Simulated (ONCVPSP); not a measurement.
**What one change does to a pseudopotential (Zn, ONCV)**

Zn (Z = 30), optimised norm-conserving Vanderbilt (ONCV), made with ONCVPSP 4.0.1 (Wu-Cohen, scalar-relativistic). Core [Ar], reference 3d10 4s2. Waves: 4s: rc 2.00 bohr, ncon 3, nbas 8, qcut 4.1 1/bohr, 2 projectors, debl 0.9 Ha; p scattering state at 0.02 Ha: rc 1.80 bohr, ncon 5, nbas 9, qcut 3.9 1/bohr, 2 projectors, debl 3.6 Ha; 3d: rc 1.40 bohr, ncon 3, nbas 7, qcut 10.7 1/bohr, 2 projectors, debl 0.9 Ha. Local part: polynomial inside 1.25 bohr (lpopt 5, dvloc0 0 Ha). Core correction: Teter function, fcfact 4.5, rcfact 1.55.

All-electron outer shells of the reference configuration (Wu-Cohen, scalar-relativistic, ld1.x):

| shell | level (eV) | outermost node (bohr) | outermost maximum (bohr) |
| --- | --- | --- | --- |
| 3p | -83.32 | 0.25 | 0.59 |
| 3d | -10.18 | – | 0.56 |
| 4s | -6.02 | 0.85 | 2.09 |

Change: d: rc 0.96; local potential polynomial inside 0.96 bohr (lpopt 5, dvloc0 0 Ha).

Cutoffs: the cutoffs (Ha) at which the residual kinetic energy of the hardest occupied pseudo-wave falls to 1 and 0.1 mHa per electron; they do not see the model core or the augmentation charge, which bear on the density cutoff. Errors are all-electron minus pseudo energies relative to the spin-unpolarised reference configuration.

**Question.** What does the change do?

**Answer.** A bound ghost appears in s, which as a rule spoils a file; the lowest positive-energy flag moves from s at 38.6 eV to p at 118.0 eV; of the 4 tests that both files solve, the error grows in 3 and shrinks in 1 by more than 15 % and 0.3 meV (median size 12.4 → 15.0 meV); the range in which the s phases agree widens (upper end 1.4 → 3.5).

```tsv
quantity	base	changed
cutoffs, loose and tight	47 Ha, 52 Ha	not determined
bound ghosts	none	s
GHOST(+) flags under 300 eV	s at 38.6 eV	p at 118.0 eV
error for 3d10 4s1, meV [ΔE 9.92 eV]	-6.7	-11
error for 3d10 4s0, meV [ΔE 28.27 eV]	-16	-41
error for 3d9 4s0, meV [ΔE 68.83 eV]	+59	-6.9
error for 3d10 4s0 4p1, meV [ΔE 16.33 eV]	-8.4	-19
s: phases at 2.04 bohr within 0.05 rad from the reference energy up to (Ha; the scan ends near 5)	1.4	3.5
p: phases at 1.83 bohr within 0.05 rad from the reference energy up to (Ha; the scan ends near 5)	4.7	4.2
rms error of d²Exc/dni dnj with the model core, mHa	0.59	1.21
```

 A true bound ghost makes a file unfit for plane-wave use even where its test errors are small: the radial tests pick states by their node count and pass the ghost by.
